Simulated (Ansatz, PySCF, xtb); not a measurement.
Isomers of C4H4: 1 is C(C#C)=C, 2 is C1C=CC=1; one conformer of each (the lowest of an xTB search), B3LYP-D3(BJ)/def2-TZVP minima.
Isomer 1 (charge 0, multiplicity 1):
```xyz
8

C      1.73009     1.17122    -0.36925
C      0.66318     0.68839    -0.09435
C     -0.60848     0.15394     0.24143
C     -0.94590    -1.12945     0.10544
H      2.67516     1.58903    -0.61468
H     -1.33308     0.86166     0.63239
H     -1.93320    -1.47471     0.37990
H     -0.24777    -1.86009    -0.28087
```
Isomer 2 (charge 0, multiplicity 1):
```xyz
8

C     -0.8216    -0.6231    -0.0127
C     -0.7505     0.6999     0.1016
C      0.8216     0.6231     0.0127
C      0.7505    -0.6999    -0.1016
H     -1.6222    -1.3467    -0.0356
H     -1.4694     1.4977     0.2103
H      1.6222     1.3467     0.0356
H      1.4694    -1.4977    -0.2103
```

No zero-point or thermal terms.

Rows in 3-21G carry no dispersion term and start afresh at each structure.

Run with Ansatz (a first-principles code); PySCF for 3-21G rows, the dispersion terms; xtb for the GFN methods. 

One of these levels gives 34.36 kcal/mol for the electronic energy of isomer 2 less that of isomer 1. Which one is it?
A) revPBE-D3(BJ)/def2-TZVPP
B) GFN1-xTB
C) HF/3-21G
D) HF/cc-pVDZ

A, revPBE-D3(BJ)/def2-TZVPP. The others give 28.84 (GFN1-xTB), 53.30 (HF/3-21G), 40.80 (HF/cc-pVDZ)
